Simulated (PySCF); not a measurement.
Ni(CO)4 (C4NiO4), SMILES [O+]#[C-]->[Ni](<-[C-]#[O+])(<-[C-]#[O+])<-[C-]#[O+], multiplicity 1. Heavy atoms are numbered as in [Ni:1](<-[C-:3]#[O+:2])(<-[C-:5]#[O+:4])(<-[C-:7]#[O+:6])<-[C-:9]#[O+:8].

Coordinates come from a PBE-D3(BJ)/def2-SVP optimisation. The multiplicity is an assumed one; other spin states were not compared. The isomer is the one that the SMILES or the coordinates give; other isomers of the formula were not compared.

All values below come from PBE0/pcSseg-1 (PySCF).

GIAO shieldings, no solvent; atoms alike by connectivity are averaged. δ = σ(ref) − σ: ¹⁷O against H2O (σ = 334.2 ppm); ¹³C against TMS (σ = 186.3 ppm), references at their B3LYP-D3(BJ)/def2-TZVP geometries, non-relativistic.

Computed chemical shifts:
```
nucleus  atoms  count  δ (ppm)
-------  -----  -----  -------
¹⁷O         O2      4    429.5
¹³C         C3      4    214.9
```
